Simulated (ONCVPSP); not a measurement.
**Before and after: ONCV potential for cerium (Ce)**

- Element: Ce (Z = 58)
- Generator: ONCVPSP 4.0.1
- Type: optimised norm-conserving Vanderbilt (ONCV)
- Functional: PBEsol
- Relativity: fully relativistic
- Frozen core: [Kr] 4d10
- Valence charge: 12
- Reference configuration: 4f1 5s2 5p6 5d1 6s2
- Partial waves: 5s+6s: rc 2.60 bohr, ncon 4, nbas 9, qcut 4.7 1/bohr, 2 projectors; 5p: rc 2.55 bohr, ncon 4, nbas 8, qcut 6.3 1/bohr, 2 projectors, debl 0.7 Ha; 5d: rc 3.80 bohr, ncon 3, nbas 7, qcut 4.7 1/bohr, 2 projectors, debl 2 Ha; 4f: rc 1.70 bohr, ncon 4, nbas 8, qcut 10.9 1/bohr, 2 projectors, debl 2 Ha
- Local potential: polynomial inside 1.10 bohr (lpopt 5, dvloc0 4 Ha)
- Core correction: Teter function, fcfact 4.25, rcfact 1.5

Open shells are filled in proportion to 2j + 1.

In the p channel the program set the typed energies aside and used -0.822, 0.250 Ha (j = l + 1/2; the other j can differ).

All-electron outer shells of the reference configuration (PBEsol, scalar-relativistic, ld1.x):

```json
{"shell": "4d", "level (eV)": "-110.40", "outermost node (bohr)": "0.31", "outermost maximum (bohr)": "0.66"}
{"shell": "5s", "level (eV)": "-40.61", "outermost node (bohr)": "0.75", "outermost maximum (bohr)": "1.37"}
{"shell": "5p", "level (eV)": "-23.22", "outermost node (bohr)": "0.81", "outermost maximum (bohr)": "1.55"}
{"shell": "4f", "level (eV)": "-5.42", "outermost node (bohr)": "–", "outermost maximum (bohr)": "0.71"}
{"shell": "6s", "level (eV)": "-3.77", "outermost node (bohr)": "1.82", "outermost maximum (bohr)": "3.72"}
{"shell": "5d", "level (eV)": "-3.07", "outermost node (bohr)": "0.92", "outermost maximum (bohr)": "2.18"}
```

Change: reference 4f1 5s2 5p6 5d1 6s1.75. In the p channel the program set the typed energies aside and used -0.873, 0.250 Ha (j = l + 1/2; the other j can differ).

Cutoffs: the cutoffs (Ha) at which the residual kinetic energy of the hardest occupied pseudo-wave falls to 1 and 0.1 mHa per electron; they do not see the model core or the augmentation charge, which bear on the density cutoff. Errors are all-electron minus pseudo energies relative to the spin-unpolarised reference configuration.

Question: What does the change do?

Answer: The potential gets neither clearly harder nor softer (47 Ha and 51 Ha → 47 Ha and 51 Ha); both files keep a bound ghost (s); the number of tests with a reliable result goes from 4 to 3; the range in which the d5/2 phases agree widens (upper end 2.5 → 4.8).

| quantity | base | changed |
| --- | --- | --- |
| cutoff, loose | 47 Ha | 47 Ha |
| cutoff, tight | 51 Ha | 51 Ha |
| loose cutoff by channel | s 7.1 Ha, p 10 Ha, d 5.8 Ha, f 47 Ha | s 7.1 Ha, p 10 Ha, d 5.8 Ha, f 47 Ha |
| bound ghosts | s | s |
| GHOST(+) flags under 300 eV | p3/2 at 68.3 eV, p1/2 at 75.6 eV, d5/2 at 258.3 eV | p3/2 at 67.5 eV, p1/2 at 74.8 eV, d5/2 at 259.1 eV |
| tests counted as reliable (solved cleanly; for ONCVPSP, near-neutral configurations with less than one 5d electron left out) | 4 of 4 | 3 of 4 |
| s: phases at 2.65 bohr within 0.05 rad from the reference energy up to (Ha; the scan ends near 5) | 3.5 | 3.4 |
| p3/2: phases at 2.58 bohr within 0.05 rad from the reference energy up to (Ha; the scan ends near 5) | 2.4 | 2.3 |
| p1/2: phases at 2.58 bohr within 0.05 rad from the reference energy up to (Ha; the scan ends near 5) | 2.7 | 2.6 |
| d5/2: phases at 3.86 bohr within 0.05 rad from the reference energy up to (Ha; the scan ends near 5) | 2.5 | 4.8 |
| d3/2: phases at 3.86 bohr within 0.05 rad from the reference energy up to (Ha; the scan ends near 5) | 2.5 | 2.4 |
| f7/2: phases at 1.73 bohr within 0.05 rad from the reference energy up to (Ha; the scan ends near 5) | to the end of the scan | to the end of the scan |
| f5/2: phases at 1.73 bohr within 0.05 rad from the reference energy up to (Ha; the scan ends near 5) | to the end of the scan | to the end of the scan |
| rms error of d²Exc/dni dnj with the model core, mHa | 5.04 | 5.07 |

 A true bound ghost makes a file unfit for plane-wave use even where its test errors are small: the radial tests pick states by their node count and pass the ghost by.
